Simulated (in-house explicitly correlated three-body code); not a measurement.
Computed with an exponentially correlated three-body code. Model: two electrons around a point charge, non-relativistic, variational in 260 exponentially correlated functions (energies converged to about 1e-7 hartree, or 1e-8 relative for large Z).

For two electrons in a singlet the Kohn-Sham orbital is the square root of half the density, so the exact Kohn-Sham potential and energy parts follow from the density alone, and exchange is minus half the Hartree energy. The Kohn-Sham level equals minus the binding energy of the second electron.

Command:
```bash
python run_hyl.py task.json out
```
Settings (lengths in bohr, energies in hartree):
```
Z                      1.1
interaction_strength   1
functions              260
states_tried           13
```

Run time, properties included: 38 s on 1 thread of Arm Neoverse V1 (shared host).

**Those bound S and P states to n = 4 that converged, binding against the one-electron ion.**

Given: nuclear charge 1.1.

Computed: one-electron threshold -0.605 hartree.

| term | energy (hartree) | binding (eV) | quantum defect |
| --- | --- | --- | --- |
| 1 1S | -0.674809251 | 1.8996 | 0.73237 |
| 2 3S | -0.608348674 | 0.091122 | 0.77806 |

**Converged states only, values per electron or pair.**

```
term  mean r (bohr)  mean r squared (bohr²)  mean inverse r (1/bohr)  mean r12 (bohr)  mean inverse r12 (1/bohr)  mean cosine  mean p1 dot p2 (bohr⁻²)  delta r1 (bohr⁻³)  delta r12 (bohr⁻³)
1 1S         2.2096                  7.4098                  0.78666           3.5394                    0.38103     -0.10308                 0.045748            0.23048           0.0052804
2 3S         11.962                  319.69                  0.57931           22.623                   0.057793   -0.0063526               0.00018957            0.21206                   -
```

**Functionals on the exact density and self-consistent, errors are functional minus exact, hybrids only self-consistent, a dash where a self-consistent run leaves the top level unbound.**

```csv
result,exchange error (millihartree),correlation error (millihartree),functional driven error (millihartree),self consistent total error (millihartree),top level plus exact binding (eV)
r2SCAN,-8.8323,9.0871,0.25479,-,-
PBE,-5.7704,7.5271,1.7566,-,-
PW91,-7.1453,5.7406,-1.4047,-,-
BLYP,-10.385,7.9375,-2.4473,-,-
OLYP,-9.6889,7.9375,-1.7514,-,-
wB97X,-,-,-,-2.7305,-0.30849
BP86,-10.385,0.42643,-9.9584,-,-
RPBE,?,?,?,-,-
PBEsol,16.463,-0.5175,15.945,-,-
LDA PW92,56.444,-37.532,18.912,-,-
TPSS,?,?,?,-,-
SCAN,-8.8323,9.0871,0.25479,-,-
```

**Question.** What belongs in the row RPBE?

**Answer.** exchange error (millihartree): -14.232; correlation error (millihartree): 7.5271; functional driven error (millihartree): -6.7052.

**Question.** What belongs in the row TPSS?

**Answer.** exchange error (millihartree): -8.9895; correlation error (millihartree): 5.9623; functional driven error (millihartree): -3.0272.

**Density and exact potentials over r, pair density (one pair, times 4 pi r12^2) and exact minus Kohn-Sham pair density over r12.**

```tsv
radius (bohr)	radial density (electrons/bohr)	exchange potential (hartree)	intracule density (1/bohr)	Coulomb hole against Kohn-Sham (1/bohr)	correlation potential (hartree)
0.212	0.16424	-0.76936	0.0035368	-0.007316	-0.062
0.253	?	?	?	?	?
0.302	0.27511	-0.75463	0.007543	-0.01389	-0.052
0.36	0.34591	-0.74371	0.010998	-0.0188	-0.045
0.429	0.42527	-0.72965	0.01601	-0.02506	-0.037
0.512	0.51035	-0.71167	0.023313	-0.03282	-0.026
0.611	0.59423	-0.68927	0.033745	-0.04187	-0.014
0.728	0.66786	-0.66226	0.048231	-0.05147	-0.001
0.869	0.72279	-0.62983	0.068208	-0.0605	0.013
1.04	0.74886	-0.59172	0.094922	-0.06679	0.026
1.24	0.73894	-0.5498	0.12753	-0.06733	0.038
1.47	0.69482	-0.50574	0.16379	-0.06002	0.045
1.76	0.61622	-0.45663	0.20326	-0.04262	0.047
2.1	0.51745	-0.40747	0.23616	-0.0177	0.044
2.5	?	?	?	?	?
2.98	0.30716	-0.31319	0.24979	0.02987	0.025
3.56	0.21346	-0.26947	0.21941	0.03833	0.015
4.25	0.13722	-0.22992	0.16895	0.03312	0.007
5.06	0.080936	-0.19532	0.11253	0.02035	0.003
6.04	0.04225	-0.16469	0.06282	0.007802	0.001
7.2	0.019315	-0.1386	0.029221	0.0006624	0
8.59	0.00745	-0.11633	0.011068	-0.001392	0
10.3	0.0022704	-0.09707	0.0032525	-0.001042	0
```

**Question.** What belongs in the row 0.253?

**Answer.** radial density (electrons/bohr): 0.21427; exchange potential (hartree): -0.76303; intracule density (1/bohr): 0.0051604; Coulomb hole against Kohn-Sham (1/bohr): -0.01012; correlation potential (hartree): -0.058.

**Question.** What belongs in the row 2.5?

**Answer.** radial density (electrons/bohr): 0.41129; exchange potential (hartree): -0.35952; intracule density (1/bohr): 0.25416; Coulomb hole against Kohn-Sham (1/bohr): 0.00894; correlation potential (hartree): 0.036.
